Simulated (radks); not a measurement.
Neutral scandium inside a hard spherical wall (all orbitals vanish at R), configuration held at [Ar] 3d1 4s2 and not refilled when levels cross. Calculated with a radial shooting solver on a logarithmic mesh with Libxc functionals: non-relativistic Kohn-Sham, LDA (Slater exchange, Perdew-Wang correlation), spin-polarised, spherical densities, point nucleus; open shells are filled with parallel spins first. Eigenvalues in eV for spin up, with the zero of energy where the potential of the charges vanishes at infinity; a dash marks a level that is unbound or too diffuse for the functional's potential to be trusted. A positive occupied level is held by the wall or, in an anion where self-interaction has pushed it up, behind a barrier. The pressure on the wall is -dE/dV.

| R (bohr) | E (hartree) | kinetic (hartree) | e(3s) | e(3p) | e(4s) | e(3d) | e(4p, empty) | e(5s, empty) | pressure (GPa) |
|---|---|---|---|---|---|---|---|---|---|
| free | -758.67777 | 757.530 | -54.404 | -33.854 | -4.378 | -3.835 | -1.593 | -0.079 | 0 |
| 15 | -758.67777 | 757.530 | -54.403 | -33.853 | -4.378 | -3.834 | -1.588 | 0.305 | < 0.0001 |
| 10 | -758.67643 | 757.542 | -54.301 | -33.752 | -4.300 | -3.741 | -1.405 | 2.069 | 0.0328 |
| 8 | -758.66733 | 757.602 | -53.896 | -33.350 | -3.963 | -3.373 | -0.817 | 5.075 | 0.386 |
| 3.5 | -757.52106 | 761.431 | -43.799 | -23.494 | 14.897 | 6.986 | 23.134 | 76.721 | 278 |
| 2.5 | -753.81172 | 772.863 | -29.493 | -8.707 | 61.161 | 24.586 | 73.693 | 199.21 | 3040 |
| 1.5 | -722.45368 | 853.388 | 51.399 | 76.782 | 337.87 | 112.24 | 344.33 | 779.20 | 91700 |
